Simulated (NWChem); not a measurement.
The numbers come from NWChem runs, not from measurements. System: CHF, charge 0, spin multiplicity 1, at a geometry optimised with B3LYP/def2-SVP. The structure started from a generated list of species. Level: G0W0@PBE/def2-TZVPD, RI basis def2-tzvpd-rifit.

Part of the output:

```
             Northwest Computational Chemistry Package (NWChem) 7.3.0
             --------------------------------------------------------

                                NWChem Input Module
                                -------------------

 Scaling coordinates for geometry "geometry" by  1.889725989
 (inverse scale =  0.529177249)

 Turning off AUTOSYM since
 SYMMETRY directive was detected!

                             Geometry "geometry" -> ""
                             -------------------------

 Output coordinates in angstroms (scale by  1.889725989 to convert to a.u.)

  No.       Tag          Charge          X              Y              Z
 ---- ---------------- ---------- -------------- -------------- --------------
    1 C                    6.0000     0.56061400    -0.45268500     0.00000000
    2 F                    9.0000    -0.52655900     0.26421900     0.00000000
    3 H                    1.0000     1.37534300     0.33813400     0.00000000

 Effective nuclear repulsion energy (a.u.)      27.2415741339

            Nuclear Dipole moment (a.u.)
            ----------------------------
        X                 Y               Z
 ---------------- ---------------- ----------------
    -0.0000075589    -0.0000094486     0.0000000000

      Symmetry information
      --------------------

 Group name             Cs
 Group number              2
 Group order               2
 No. of unique centers     3

      Symmetry unique atoms

     1    2    3


 Summary of "ao basis" -> "" (spherical)
 ------------------------------------------------------------------------------
       Tag                 Description            Shells   Functions and Types
 ---------------- ------------------------------  ------  ---------------------
 *                         def2-tzvpd                 on all atoms

 new library libraries.bse/

 Summary of "ri basis" -> "" (spherical)
 ------------------------------------------------------------------------------
       Tag                 Description            Shells   Functions and Types
 ---------------- ------------------------------  ------  ---------------------
 *                      def2-tzvpd-rifit              on all atoms

  pbe96 is a nonlocal functional; adding pw91lda local functional.

                                 NWChem DFT Module
                                 -----------------

 Summary of "ao basis" -> "ao basis" (spherical)
 ------------------------------------------------------------------------------
       Tag                 Description            Shells   Functions and Types
 ---------------- ------------------------------  ------  ---------------------
 C                         def2-tzvpd               13       37   6s3p3d1f
 F                         def2-tzvpd               14       40   6s4p3d1f
 H                         def2-tzvpd                5        9   3s2p

 Summary of "ao basis" -> "ao basis" (spherical)
 ------------------------------------------------------------------------------
       Tag                 Description            Shells   Functions and Types
 ---------------- ------------------------------  ------  ---------------------
 C                         def2-tzvpd               13       37   6s3p3d1f
 F                         def2-tzvpd               14       40   6s4p3d1f
 H                         def2-tzvpd                5        9   3s2p

      Symmetry analysis of basis
      --------------------------

        a'         59
        a"         27

            General Information
            -------------------
          SCF calculation type: DFT
          Wavefunction type:  closed shell.
          No. of atoms     :     3
          No. of electrons :    16
           Alpha electrons :     8
            Beta electrons :     8
          Charge           :     0
          Spin multiplicity:     1
          Use of symmetry is: on ; symmetry adaption is: on
          Maximum number of iterations: 100
          This is a Direct SCF calculation.
          AO basis - number of functions:    86
                     number of shells:    32
          Convergence on energy requested:  1.00D-06
          Convergence on density requested:  1.00D-05
[...]
 Vector    6  Occ=2.000000D+00  E=-4.685384D-01  Symmetry=a"
              MO Center= -3.9D-01,  1.8D-01,  3.6D-16, r^2= 6.4D-01
   Bfn.  Coefficient  Atom+Function         Bfn.  Coefficient  Atom+Function
  ----- ------------  ---------------      ----- ------------  ---------------
    46      0.472788  2 F  pz                49      0.381464  2 F  pz
    52      0.216629  2 F  pz                 9      0.150709  1 C  pz
    12      0.124606  1 C  pz                15      0.025512  1 C  pz

 Vector    7  Occ=2.000000D+00  E=-4.187506D-01  Symmetry=a'
              MO Center=  6.5D-02, -4.4D-02, -2.8D-15, r^2= 1.3D+00
   Bfn.  Coefficient  Atom+Function         Bfn.  Coefficient  Atom+Function
  ----- ------------  ---------------      ----- ------------  ---------------
    44      0.362716  2 F  px                47      0.291875  2 F  px
     4     -0.244018  1 C  s                 45      0.195426  2 F  py
    50      0.171980  2 F  px                 3     -0.156648  1 C  s
    48      0.156048  2 F  py                 7     -0.150015  1 C  px
    79     -0.125108  3 H  s                  5     -0.119104  1 C  s

 Vector    8  Occ=2.000000D+00  E=-2.116957D-01  Symmetry=a'
              MO Center=  5.0D-01, -5.5D-01, -1.1D-14, r^2= 1.4D+00
   Bfn.  Coefficient  Atom+Function         Bfn.  Coefficient  Atom+Function
  ----- ------------  ---------------      ----- ------------  ---------------
     4      0.353315  1 C  s                  8     -0.337664  1 C  py
    11     -0.257196  1 C  py                45      0.223606  2 F  py
    14     -0.211160  1 C  py                79     -0.209268  3 H  s
    48      0.182430  2 F  py                 3      0.171052  1 C  s
    51      0.147818  2 F  py                78     -0.114208  3 H  s

 Vector    9  Occ=0.000000D+00  E=-1.528518D-01  Symmetry=a"
              MO Center=  5.0D-01, -3.5D-01,  2.2D-14, r^2= 1.3D+00
   Bfn.  Coefficient  Atom+Function         Bfn.  Coefficient  Atom+Function
  ----- ------------  ---------------      ----- ------------  ---------------
     9      0.444033  1 C  pz                12      0.417300  1 C  pz
    15      0.274994  1 C  pz                46     -0.232386  2 F  pz
    49     -0.189256  2 F  pz                52     -0.165932  2 F  pz
    86      0.063862  3 H  pz

 Vector   10  Occ=0.000000D+00  E=-2.648475D-04  Symmetry=a'
              MO Center=  6.0D-01,  6.2D-01, -5.7D-13, r^2= 6.9D+00
   Bfn.  Coefficient  Atom+Function         Bfn.  Coefficient  Atom+Function
  ----- ------------  ---------------      ----- ------------  ---------------
     5      2.627458  1 C  s                 80     -2.577085  3 H  s
     6      1.899835  1 C  s                 43     -1.227828  2 F  s
    14      0.976540  1 C  py                85      0.718622  3 H  py
    54      0.497878  2 F  py                84      0.490513  3 H  px
    53     -0.349192  2 F  px                13      0.333234  1 C  px

 Vector   11  Occ=0.000000D+00  E= 3.751278D-02  Symmetry=a'
              MO Center=  4.0D-01,  2.0D-01,  1.9D-14, r^2= 7.2D+00
   Bfn.  Coefficient  Atom+Function         Bfn.  Coefficient  Atom+Function
  ----- ------------  ---------------      ----- ------------  ---------------
    80      2.191090  3 H  s                  5     -1.503685  1 C  s
    84     -0.977840  3 H  px                53     -0.879849  2 F  px
    14     -0.670869  1 C  py                 4      0.595058  1 C  s
    13     -0.589571  1 C  px                85     -0.376874  3 H  py
    42     -0.309657  2 F  s                 54      0.304967  2 F  py

 center of mass
 --------------
 x =  -0.11160827 y =  -0.00423345 z =   0.00000000

 moments of inertia (a.u.)
 ------------------
          13.928805546336          18.655641493350           0.000000000000
          18.655641493350          38.688066874802           0.000000000000
           0.000000000000           0.000000000000          52.616872421138

     Multipole analysis of the density
     ---------------------------------

     L   x y z        total         alpha         beta         nuclear
     -   - - -        -----         -----         ----         -------
     0   0 0 0     -0.000000     -8.000000     -8.000000     16.000000

     1   1 0 0      0.162107      0.081057      0.081057     -0.000008
     1   0 1 0      0.557509      0.278759      0.278759     -0.000009
     1   0 0 1     -0.000000     -0.000000     -0.000000      0.000000

     2   2 0 0     -8.208318    -15.304224    -15.304224     22.400130
     2   1 1 0      0.748822      4.498600      4.498600     -8.248377
     2   1 0 1      0.000000      0.000000      0.000000      0.000000
     2   0 2 0    -10.427256     -8.735023     -8.735023      7.042789
     2   0 1 1     -0.000000     -0.000000     -0.000000      0.000000
     2   0 0 2     -7.931791     -3.965896     -3.965896      0.000000

 Task  times  cpu:        2.6s     wall:        2.6s

                                NWChem Input Module
                                -------------------

                                 NWChem GW Module
                                 ----------------

                             ***********************
                             ***        GW       ***
                             ***********************

 Summary of "ri basis" -> "ri basis" (spherical)
 ------------------------------------------------------------------------------
       Tag                 Description            Shells   Functions and Types
 ---------------- ------------------------------  ------  ---------------------
 C                      def2-tzvpd-rifit            26       92   9s7p5d4f1g
 F                      def2-tzvpd-rifit            26       92   9s7p5d4f1g
 H                      def2-tzvpd-rifit            10       24   5s3p2d

                 Memory Information
                 ------------------
          Available GA per process is          1699.9 MBs
          Available stack per process is        700.0 MBs
          Available heap per process is           0.0 MBs

          Peak memory in Initialization
              Peak GA per process is                  1.8 MBs
              Peak stack per process is               0.1 MBs
              Peak heap per process is                1.9 MBs
              Memory not in MA per process            0.0 MBs

          Peak memory in AFF Calculation
              Peak GA per process is                  5.3 MBs
              Peak stack per process is               3.0 MBs
              Peak heap per process is                0.0 MBs
              Memory not in MA per process            3.0 MBs

          Computing 2-center integrals
          Computing Inverse Cholesky factor
          Computing 3-center integrals
          Computing V_xc ...

          Computing Sigma_x
          Computing RPA polarizability
          Solving quasiparticle equations

                  Alpha Orbitals
          State     Energy (eV)     Error (eV)
          -----------------------------------
@GW         5        -17.946           0.002
@GW         6        -16.827           0.002
@GW         7        -15.599           0.002
@GW         8         -9.694           0.003
@GW         9         -0.298           0.003
@GW        10          1.954           0.004

   Applying  -3.9332 eV scissor-shift to rest of particle states

   Applying   3.8616 eV scissor-shift to rest of hole states

     GW Timing Statistics
   ------------------------
   Init.   :          0.0s
     ERIs  :          0.2s
     Distr.:          0.0s
     Vxc   :          0.1s
   Sigma_x :          0.0s
   RPA     :          0.1s
   Wmn     :          0.0s
   Sigma_c :          0.0s
   GW total:          0.4s

 Task  times  cpu:        0.4s     wall:        0.4s

 Total times  cpu:        2.9s     wall:        2.9s
```

Task: Write an NWChem input that would produce this output.

Result: One answer among several that fit: 
```
start mol
memory heap 200 mb stack 700 mb global 1700 mb
geometry units angstroms nocenter noautoz
  C      0.560614    -0.452685     0.000000
  F     -0.526559     0.264219     0.000000
  H      1.375343     0.338134     0.000000
  symmetry group Cs
end
basis spherical
  * library def2-tzvpd
end
basis "ri basis" bse spherical
  * library def2-tzvpd-rifit
end
dft
  xc xpbe96 cpbe96
  iterations 100
  direct
  tolerances tight
end
task dft energy
gw
  states alpha occ 4 vir 2
end
task dft gw
```
